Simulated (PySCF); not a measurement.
Predicted spectroscopic data

[PySCF 2.14.0 with density-fitted response routines: structure optimised with GFN2-xTB; shielding tensors at PBE0/pcSseg-1 (GIAO); non-relativistic; one conformer; gas phase; one averaged value for each set of equivalent atoms]

References, each an isolated molecule treated in the same way: ¹H, ¹³C vs TMS. Where no couplings were computed, multiplicities follow the n + 1 count of equivalent neighbours, and m marks all less simple cases (inequivalent or close neighbours, rings, F or P nearby). Shifts are as computed. Against solution values, carbons near 30 ppm lie about +3 ppm off and those near 130 ppm about +5 ppm. Of 1309 compounds with measured shifts, 239 miss one by over three times the rms of a fit or turn the order of signals round; such compounds aren't used in these exercises.

**1.** SMILES O1[SiH2]C(=C)C(=C)[C@H]1OC, C6H10O2Si. ¹H NMR (400 MHz, computed): δ 6.77 (br s, 1H), 5.99 (br s, 1H), 5.85 (br s, 1H), 5.50 (br s, 1H), 5.49 (s, 1H), 5.31 (m, 1H), 5.21 (m, 1H), 3.64 (s, 3H). ¹³C{¹H} NMR (computed): δ 155.1, 147.9, 130.2, 114.7, 110.7, 56.5.

**2.** `N#C[Si@@H](C=O)/C=C\C=O`, C5H5NO2Si. ¹H NMR (400 MHz, computed): δ 12.07 (d, 1H), 9.60 (d, 1H), 7.48 (m, 1H), 7.45 (m, 1H), 4.67 (m, 1H). ¹³C{¹H} NMR (computed): δ 233.8 (CH), 198.2 (CH), 162.7 (CH), 147.9 (CH), 121.7 (C).
